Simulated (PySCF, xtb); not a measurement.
Be(F)(Et) (C2H5BeF), SMILES C[CH2][Be][F]. The values are those of a single conformer.

Harmonic wavenumbers (cm⁻¹) from GFN2-xTB in xtb 6.7.1 at its own minimum, in rising order: 78, 128, 257, 316, 508, 565, 939, 1006, 1042, 1245, 1271, 1293, 1422, 1505, 1517, 1519, 2923, 2954, 2991, 3027, 3036.

Task: What does PBE-D3(BJ)/def2-SVP (PySCF) give at its own minimum? (Estimate from the structure and the level; the computed values follow.)

Result: 124, 168, 306, 413, 572, 610, 905, 931, 1004, 1169, 1203, 1345, 1370, 1403, 1427, 1435, 2939, 2957, 2984, 3033, 3045. Paired by order, the mean absolute difference is 50 cm⁻¹ and the zero-point energies are 42.2 and 41.9 kcal/mol.
